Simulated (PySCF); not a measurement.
# Working with the constants of BBr⁺

UHF-CCSD(T) constants of BBr⁺, ²Σ⁺ (doublet), unpaired electrons σ ↑ (B 6-31G(d,p), Br 6-31G(d,p); no relativity (PySCF 2.14); masses 11.0093 and 78.9183 u):

| Quantity | Value |
| --- | --- |
| ωe | 953.8 cm⁻¹ |
| ωexe | 5.66 cm⁻¹ |
| Be | 0.5641 cm⁻¹ |
| αe | 0.00413 cm⁻¹ |
| D (centrifugal) | 7.89e-07 cm⁻¹ |
| De to B⁺ + Br | 2.74 eV |

**Question.** Give the vibrational terms G(v) and spacings up to v = 6.

**Answer.** G(v) = ωe(v+½) − ωexe(v+½)².

```tsv
v	G(v) (cm⁻¹)	G(v) − G(v−1)	Bv (cm⁻¹)
0	475		0.5620
1	1418	942	0.5579
2	2349	931	0.5538
3	3269	920	0.5496
4	4177	909	0.5455
5	5075	897	0.5414
6	5961	886	0.5373
```

**Question.** How well does the Morse estimate ωe²/(4ωexe) reproduce De, and what is D0?

**Answer.** It gives 4.98 eV, 182 % of the computed De. D0 = De − G(0) = 2.74 − 0.06 = 2.68 eV.

Correlated steps freeze 10 core orbitals. Correlated levels converge slowly with the basis: in double zeta they bind strong bonds too weakly, by up to about 1 eV, and carry superposition errors of some tenths. Spin–orbit coupling is left out. For an ion De counts to the pair picked by the measured ionisation energies or electron affinities, which need not be the lowest pair at this level. The state is the lowest determinant that a PBE0 search found; another state may lie lower at other levels.
